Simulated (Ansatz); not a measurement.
## What each rung costs, and what it gives

Saddle point of Si₂NH₇O, closed shell (Si₂NH₇O ([NH2][SiH]([OH])[SiH3]) → Si₂H₄O ([O][SiH][SiH3]) + NH₃ (still joined by a long Si–N bond); bonds formed: N2–H4; bonds broken: O3–H4; bonds weakened to dative contacts: Si1–N2), PBE0-D4/def2-TZVP structure:

Si1  (-0.706, 0.373, -0.319)
N2  (0.690, 1.535, 0.149)
O3  (-0.490, 0.889, -1.801)
H4  (0.449, 1.603, -1.035)
H5  (-1.879, 0.844, 0.480)
Si6  (-0.137, -1.829, 0.264)
H7  (1.605, 1.167, 0.379)
H8  (0.494, 2.359, 0.703)
H9  (1.238, -2.143, -0.215)
H10  (-1.092, -2.790, -0.349)
H11  (-0.170, -2.010, 1.743)
(Å)

Barriers are electronic and count from the start structure reached by relaxing down the imaginary mode.

Ansatz 0.2.0; basis: as named in each row; cores frozen in the correlated methods. B3LYP uses VWN-RPA correlation. Extrapolation: Hartree–Fock as exp(−7.88 √X), correlation as X^−2.97.

Times are rough, for one single point on 4 threads of a shared host (Arm Neoverse V1).

The estimate by CCSD(T) at an estimated basis limit (MP2 extrapolated from triple and quadruple zeta, plus CCSD(T) − MP2 in triple zeta) is 41.44 kcal/mol.

| method | basis | time (s) | barrier (kcal/mol) | method less estimate |
| --- | --- | --- | --- | --- |
| HF | STO-3G | under 1 | 80.47 | 39.04 |
| PBE-D4 | STO-3G | under 1 | 32.65 | -8.78 |
| SPW92 | def2-SVP | under 1 | 29.55 | -11.88 |
| B3LYP-D4 | 6-31G | under 1 | 42.26 | 0.82 |
| PBE-D4 | def2-SVP | under 1 | 32.46 | -8.98 |
| PBE0-D4 | def2-SVP | under 1 | 38.19 | -3.25 |
| SPW92 | def2-TZVPP | 1 | 31.56 | -9.87 |
| PBE-D4 | def2-TZVPP | 2 | 34.13 | -7.31 |
| BLYP-D4 | def2-TZVPP | 2 | 36.61 | -4.83 |
| BHLYP-D4 | def2-TZVPP | 2 | 45.93 | 4.50 |
| B3LYP-D4 | def2-TZVPP | 2 | 40.44 | -1.00 |
| PBE0-D4 | def2-TZVPP | 3 | 39.08 | -2.35 |
| CAM-B3LYP-D4 | def2-TZVPP | 3 | 41.91 | 0.48 |
| CCSD(T) | def2-SVP | 3 | 41.16 | -0.28 |
| r2SCAN-D4 | def2-TZVPP | 3 | 37.82 | -3.62 |
| wB97M-V | def2-SVP | 4 | 40.33 | -1.11 |
| r2SCAN0-D4 | def2-TZVPP | 4 | 41.28 | -0.15 |
| B2PLYP | def2-TZVPP | 5 | 40.43 | -1.01 |
| PBE-QIDH | def2-TZVPP | 5 | 41.23 | -0.21 |
| RPA on PBE | def2-TZVPP | 6 | 40.18 | -1.25 |
| wB97X-V | def2-TZVPP | 7 | 41.85 | 0.41 |
| B97M-V | def2-TZVPP | 8 | 40.89 | -0.55 |
| wB97M-V | def2-TZVPP | 8 | 41.38 | -0.06 |
| MP2 | def2-QZVPP | 19 | 39.94 | -1.49 |
| CCSD(T) | def2-TZVPP | 96 | 41.26 | -0.17 |

All methods are single points on the PBE0-D4 structures.

T1 diagnostic: at most 0.017.

Labels in which every atom is bracketed show which atoms are joined, not bond orders.
